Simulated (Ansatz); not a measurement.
Start from `CC(F)C(F)F` and change one atom or group to get `CC(F)(CF)C(F)F`.

Ansatz, PBE0-D4/def2-TZVP geometries, multiplicity 1. Each molecule was computed in one conformer, which needn't be the lowest.

```csv
property,`CC(F)C(F)F`
zero-point energy (PBE0-D4/def2-TZVP) / kJ/mol,214.4
"ideal-gas entropy at 298 K and 1 bar (rigid rotor, harmonic PBE0-D4/def2-TZVP) / J/(mol·K)",330
HOMO energy (PBE0/def2-TZVPP) / eV,-9.46
size of the dipole moment (ωB97M-V/def2-TZVPP) / D,1.46
size of the dipole moment (PBE/def2-TZVPP) / D,1.36
HOMO–LUMO gap (B3LYP/def2-TZVPP) / eV,10.26
```

**Question.** What does the change do to each property? (Estimate.)

**Answer.** The calculation gave: 
```
                                                                                  property  `CC(F)(CF)C(F)F`  shift
                                            zero-point energy (PBE0-D4/def2-TZVP) / kJ/mol             268.2   53.8
ideal-gas entropy at 298 K and 1 bar (rigid rotor, harmonic PBE0-D4/def2-TZVP) / J/(mol·K)               374     44
                                                        HOMO energy (PBE0/def2-TZVPP) / eV             -9.40   0.06
                                        size of the dipole moment (ωB97M-V/def2-TZVPP) / D              2.25   0.79
                                            size of the dipole moment (PBE/def2-TZVPP) / D              2.12   0.76
                                                     HOMO–LUMO gap (B3LYP/def2-TZVPP) / eV             10.07  -0.19
```

With PBE0 the HOMO rises by 0.06 eV and the LUMO falls by 0.15 eV, so the gap narrows by about 0.21 eV. PBE moves the HOMO by 0.05 eV and ωB97M-V by 0.08 eV. The zero-point energy changes by 53.8 kJ/mol with +9 modes. Dipoles are sizes alone; their direction can turn.

B3LYP here is the variant with VWN-RPA as its local correlation; programs differ in this.
